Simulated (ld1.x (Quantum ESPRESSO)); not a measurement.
**Cr: excitation energies, all-electron against PAW**

Cr, PAW, made with ld1.x (Quantum ESPRESSO) 7.5 (PBEsol, scalar-relativistic). Core [Ne] 3s2, reference 3p6 3d4 4s0 4p0 (charge +2). Waves: 4s (bound, empty): rcut 2.20, rcutus 2.70 bohr; 4s channel at 2.75 Ry: rcut 2.20, rcutus 2.70 bohr; 3p (bound): rcut 1.45, rcutus 1.90 bohr; 4p (bound, empty): rcut 1.45, rcutus 1.90 bohr; 3d (bound): rcut 1.00, rcutus 1.25 bohr; 3d channel at -0.8 Ry: rcut 1.00, rcutus 1.25 bohr. Local part: all-electron potential smoothed inside 1.35 bohr (lloc = -1). Core correction: a·sin(br)/r model core, default radius (core density twice the valence density). Augmentation charge: BESSEL, radius 0.80 bohr.

Energies are relative to the spin-unpolarised reference configuration 3p6 3d4 4s0 4p0; without spin polarisation the order of configurations can differ from experiment. The frozen-core shift is the all-electron ΔE with the core orbitals held at their reference shape minus the fully relaxed ΔE.

Problem. Give the all-electron excitation energy and the error of the potential for: 3p6 3d5 4s1 4p0; 3p6 3d5 4s0 4p0; 3p6 3d3 4s0 4p0; 3p6 3d4 4s1 4p0; 3p6 3d4 4s1 4p1; 3p6 3d5 4s0.5 4p0; 3p6 3d5.5 4s0.5 4p0.

Solution.

```tsv
valence configuration	charge	ΔE all-electron (eV)	error AE − PS (meV)	frozen-core shift (meV)
3p6 3d5 4s1 4p0	0	-22.887	-1.8	+9.3
3p6 3d5 4s0 4p0	+1	-16.014	-15	+17
3p6 3d3 4s0 4p0	+3	30.705	-55	+47
3p6 3d4 4s1 4p0	+1	-14.877	+9.8	-0.6
3p6 3d4 4s1 4p1	0	-19.351	+5.9	-0.8
3p6 3d5 4s0.5 4p0	+0.5	-20.180	-7.1	+13
3p6 3d5.5 4s0.5 4p0	0	-22.164	-12	+17
```

Levels in the configuration 3p6 3d5 4s0 4p0:

```tsv
level	all-electron (eV)	pseudo (eV)
3p	-52.326	-52.291
3d	-9.843	-9.826
```

A variational frozen-core shift is positive and of second order in the change. This column holds negative values, so the frozen-core run of ld1.x carries numerical noise or an error of first order here, and the column gives no more than the rough size of the effect.

Note: ghost state, extra bound levels that the all-electron valence spectrum of the same l lacks: s at -119.2 eV. A true bound ghost makes a file unfit for plane-wave use.
